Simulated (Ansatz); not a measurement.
Cost and result for the atomization energy of `FC(F)OC(F)(F)F` (9 atoms, 8 bonds).

Z-matrix (Å, degrees):
```
C
F 1 1.331
O 1 1.386 2 106.8
F 1 1.337 2 108.1 3 -117.4
H 1 1.093 2 110.3 3 122.8
C 3 1.355 1 116.8 2 143.3
F 6 1.335 3 111.7 1 -62.9
F 6 1.332 3 112.1 1 57.3
F 6 1.315 3 107.7 1 177.5
```

Charge 0, multiplicity 1. The structure was optimised at the PBE0-D4/def2-TZVP level. It is one conformer, not always the lowest. Program: Ansatz. All runs use 4 threads of an Arm Neoverse V2 on a shared host. Times are those of one run each, without the atoms' runs, and a repeat can differ threefold. Electronic energies, without spin–orbit coupling; frozen cores. CCSD(T)/CBS adds CCSD(T) − MP2 in def2-TZVPP to the MP2 limit, and its time is that of the two runs behind it. T1 = 0.012.

CCSD(T)/CBS is a level of theory with its own doubt, some kJ/mol a heavy atom from the limit and from the frozen cores, so smaller differences don't rank the functionals.

| level | functions | wall time | atomization (kJ/mol) | difference from CCSD(T)/CBS | per bond |
| --- | --- | --- | --- | --- | --- |
| LDA (SPW92)/def2-TZVPP | 262 | 1.4 s | 4591.9 | 900.1 | 112.5 |
| BLYP-D4/def2-TZVPP | 262 | 2.5 s | 3714.6 | 22.8 | 2.9 |
| revPBE-D4/def2-TZVPP | 262 | 2.6 s | 3717.3 | 25.5 | 3.2 |
| PBE-D4/def2-TZVPP (with forces) | 262 | 2.9 s | 3894.7 | 202.9 | 25.4 |
| BHLYP-D4/def2-TZVPP | 262 | 3.9 s | 3429.6 | -262.2 | -32.8 |
| r2SCANh-D4/def2-TZVPP | 262 | 6.5 s | 3674.4 | -17.4 | -2.2 |
| B2PLYP/def2-TZVPP | 262 | 7.5 s | 3642.9 | -48.9 | -6.1 |
| ωB97X-V/def2-TZVPP | 262 | 8.5 s | 3716.4 | 24.6 | 3.1 |
| B97M-V/def2-TZVPP | 262 | 12 s | 3692.8 | 1.0 | 0.1 |
| CCSD(T)/def2-SVP | 117 | 22 s | 3512.7 | -179.1 | -22.4 |
| MP2/def2-QZVPP | 486 | 32 s | 3846.4 | 154.6 | 19.3 |
| CCSD(T)/def2-TZVPP | 262 | 11 min | 3581.8 | -110.0 | -13.8 |
| CCSD(T)/CBS(def2) | – | 12 min | 3691.8 | 0.0 | 0.0 |

In def2-TZVPP, CCSD(T) changes the Hartree–Fock value by +1154.8 kJ/mol (the triples alone add +90.2 kJ/mol) and MP2 by +1354.5 kJ/mol; breaking electron pairs costs correlation energy, which Hartree–Fock lacks. Leaving LDA and LC-ωPBE aside and taking each functional with its dispersion term where it has one, the values spread over 465.2 kJ/mol, from BHLYP-D4 to PBE-D4. LDA lies +713.2 kJ/mol from PBE without D4, its usual overbinding. From PBE to PBE0 (25 % exact exchange), in def2-TZVPP and without D4, the atomization energy moves by −173.1 kJ/mol: exact exchange takes away binding that semilocal exchange gives to molecules.
